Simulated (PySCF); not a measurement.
Relaxation of quartet MnH₃⁺

All numbers come from UPBE0 in PySCF with Mn def2-TZVP, H def2-TZVP; no relativity; density-fitted integrals. A (50,194) grid was used.

A hand-made T-shaped start, of C2v symmetry, held to at least that symmetry:

```xyz
4
charge 1 multiplicity 4, angstrom
Mn    0.0000    0.0000   -0.0275
H     0.0000    0.0000    1.4523
H     1.4789    0.0000    0.0241
H    -1.4789    0.0000    0.0241
```

Optimiser trace:
| step | E − E(last) (kJ/mol) | largest gradient (Eh/bohr) |
| --- | --- | --- |
| 0 | 200.05 | 0.06244 |
| 1 | 156.76 | 0.03687 |
| 2 | 121.29 | 0.01920 |
| 3 | 112.78 | 0.00987 |
| 4 | 109.91 | 0.00708 |
| 5 | 106.58 | 0.01165 |
| 6 | 100.42 | 0.01742 |
| 7 | 89.70 | 0.02194 |
| 8 | 58.79 | 0.02661 |
| 9 | 20.94 | 0.04556 |
| 10 | 15.71 | 0.05286 |
| 11 | 3.13 | 0.01835 |
| 12 | 0.51 | 0.00699 |
| 13 | 0.01 | 0.00090 |
| 14 | 0.00 | 0.00003 |

It ends at C2v with Mn–H 1.560 Å, Mn–H 1.583 Å (×2); H–Mn–H 42.3° (×2), H–Mn–H 84.6° (after a last refinement on a finer grid). A frequency run shows 1 imaginary mode, down to 1161i cm⁻¹, so it is a saddle point. Other isomers or separated fragments may lie lower.

Final geometry:
Coordinates in bohr (charge 1 multiplicity 4):
```
Mn    0.0000    0.0000   -0.1264
H     0.0000    0.0000    2.8217
H     2.0126    0.0000    2.0867
H    -2.0126    0.0000    2.0867
```

With open d or f shells other occupations or spin states may lie lower.

The relaxation took about 40 core-seconds on a shared host.
